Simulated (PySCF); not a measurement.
# Electron correlation in Rh (rhodium, neutral)

[Kr] 4d7 5s1 5p1, one real determinant (an excited configuration). Computed with PySCF 2.14 in aug-cc-pwCVDZ-PP with ECP28MDF (6s6p5d3f, 70 functions), with a scalar-relativistic core potential. Frozen: 4s2 4p6; 9 electrons correlated.

| level | correlation energy (mhartree) |
| --- | --- |
| CCSD | -189.58 |
| (T) | -4.74 |
| CCSD(T) | -194.32 |

Diagnostics: T1 = 0.013, D1 = 0.0440, largest double amplitude 0.032.

The real determinant used has ⟨L²⟩ near 14 against 20 for a pure G term, so it mixes terms.

Cost of the coupled-cluster step: of the order of 26 core-seconds, for 9 correlated electrons.

The reference is one real determinant that mixes LS terms of this configuration.
